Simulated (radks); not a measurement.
Species: Pb VI. Configuration: [Xe] 4f14 5d9.

All-electron calculation, scalar-relativistic Kohn-Sham, PBE, spin-unpolarised, spherical densities, point nucleus. Program: a radial shooting solver on a logarithmic mesh with Libxc functionals.

Energy parts (hartree):
| part | energy |
|---|---|
| total | -20875.8474 |
| kinetic | 23604.8017 |
| electron-nucleus | -51962.1833 |
| Hartree | 7866.0601 |
| exchange-correlation | -384.5259 |

Orbitals (lengths in bohr, moments of r in powers of bohr; <r^-3> diverges for s and p1/2; r(max) is where P^2 peaks):
orbital	occ.	eigenvalue (hartree)	<r^4>	<r^-3>	<r^2>	r(max)
1s	2	-3241.269	3.529e-07	-	0.0003570	0.009837
2s	2	-581.5526	0.00005095	-	0.005417	0.05713
2p	6	-499.0469	0.00004235	29570	0.004618	0.04761
3s	2	-141.2859	0.001828	-	0.03484	0.1611
3p	6	-117.6345	0.002043	6860	0.03612	0.1613
3d	10	-93.54178	0.001568	832.7	0.02992	0.1314
4s	2	-33.69688	0.03990	-	0.1665	0.3622
4p	6	-25.94702	0.05366	1687	0.1909	0.3823
4d	10	-16.98498	0.07213	181.1	0.2142	0.3883
5s	2	-7.47709	0.9369	-	0.8094	0.7880
4f	14	-7.09009	0.1179	36.75	0.2459	0.3498
5p	6	-5.31609	1.627	318.8	1.053	0.8797
5d	9	-2.86954	4.623	23.68	1.712	1.055

The highest occupied level is 5d at -78.084 eV. For comparison, the ionisation energy in NIST's Atomic Spectra Database is 83 eV (theoretical). In exact Kohn-Sham theory the highest level is minus the ionisation energy, but local and semilocal functionals leave it too shallow, through self-interaction and a potential that decays too fast; potentials with the right tail come closer.

Beside tabulated values, note that spin-unpolarised runs miss the spin-polarisation part of the exchange energy of open shells, and scalar-relativistic runs lack spin-orbit coupling.
